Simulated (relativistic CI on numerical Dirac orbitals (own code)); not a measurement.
**Spin-allowed bands of a d3 ion in a tetrahedral site, by hand**

Problem. Take Δ = 3500 cm⁻¹ and B = 740 cm⁻¹ for a d3 ion in a tetrahedral site. Calculate the three spin-allowed bands.

Working.
1. The terms of highest spin are 4F (energy 0) and 4P (15B = 11100 cm⁻¹). Here the F term splits into A2 at +1.2Δ = 4200, T2 at +0.2Δ = 700 and T1 at −0.6Δ = -2100 cm⁻¹.
2. The two T1 states mix through the element 0.4Δ: H = [[-2100, 1400], [1400, 11100]], with roots ½(H₁₁ + H₂₂) ∓ ½√[(H₂₂ − H₁₁)² + 4H₁₂²] = ½(9000) ∓ ½(13494) = -2247 and 11247 cm⁻¹.
3. The ground term is 4T1 at -2247 cm⁻¹.
4. Bands: 4T2 2947 cm⁻¹ (3393 nm), 4A2 6447 cm⁻¹ (1551 nm), 4T1(P) 13494 cm⁻¹ (741 nm).

Check. Exact diagonalisation of the whole d3 shell with these parameters gives 4T2 2947, 4A2 6447, 4T1 13494 cm⁻¹. The match is exact, since without spin-orbit coupling no other term has this spin. The ratio of the second band to the first, 2.188, depends on Δ/B = 4.7 alone, which is how a Tanabe-Sugano diagram is read.
